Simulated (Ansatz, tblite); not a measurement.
Isomers of K3H3⁺ (doublet), found by a short tight-binding search and relaxed with B3LYP-D4/def2-TZVP in Ansatz.

The xTB rows come from tblite. B3LYP takes the VWN-RPA correlation. Correlated methods freeze 15 core orbitals; core or outer-core shells of K are correlated, in sets that lack core-valence functions.

Run but left out: PBE-D4/def2-TZVP, r2SCAN-D4/def2-TZVP (B: an occupied level 0.11 to 0.12 eV above an empty one).

Other spin states weren't relaxed.

A:

```xyz
6

K    -3.689    1.508    0.538
K     0.632    0.115   -0.008
K    -2.798   -2.449   -2.951
H    -1.369    1.176    0.617
H     3.683   -0.394    0.609
H     3.542    0.044    1.195
```

B:

```tsv
atom	x (Å)	y (Å)	z (Å)
K1	-1.3722	-0.9002	-0.1619
K2	2.4976	-1.2520	0.6190
K3	-0.0708	2.8455	-0.3255
H4	-2.2535	1.3730	-0.5905
H5	0.2822	-2.6713	0.3409
H6	0.9167	0.6050	0.1181
```

Estimate their order by electronic energy at CCSD(T)/def2-TZVPP, counted from the lowest.

A (0.00) < B (2.45), in eV.

Do the other levels pick the same lowest one?

Not GFN1-xTB. Energies above each level's lowest (eV):

| level | A | B |
| --- | --- | --- |
| GFN1-xTB | 0.50 | 0.00 |
| GFN2-xTB | 0.00 | 1.17 |
| HF/def2-TZVPP | 0.00 | 2.34 |
| B3LYP-D4/def2-TZVP | 0.00 | 1.95 |
| PBE0-D4/def2-TZVP | 0.00 | 2.09 |
| ωB97X-V/def2-TZVP | 0.00 | 2.22 |
| MP2/def2-TZVPP | 0.00 | 2.50 |
| CCSD/def2-TZVPP | 0.00 | 2.48 |
| CCSD(T)/def2-TZVPP | 0.00 | 2.45 |
Point groups (tolerance 0.1 Å): A not assigned, B C2v. Lower isomers may exist.
